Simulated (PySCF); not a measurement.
# Electron correlation in Ne⁺ (neon, charge +1)

[He] 2s2 2p5, 2P determinant. Calculation: PySCF 2.14, in x2c-TZVPPall with one added diffuse shell each of s, p, d type (6s4p3d1f, 40 functions); the spin-free X2C one-electron Hamiltonian (Gaussian nucleus). Frozen: 1s2; 7 electrons correlated.

```csv
level,correlation energy (mhartree)
CCSD,-206.53
(T),-2.35
CCSD(T),-208.88
```

Diagnostics: T1 = 0.0042, D1 = 0.0065, largest double amplitude 0.025.

Cost of the coupled-cluster step: of the order of 1.2 core-seconds, for 7 correlated electrons.
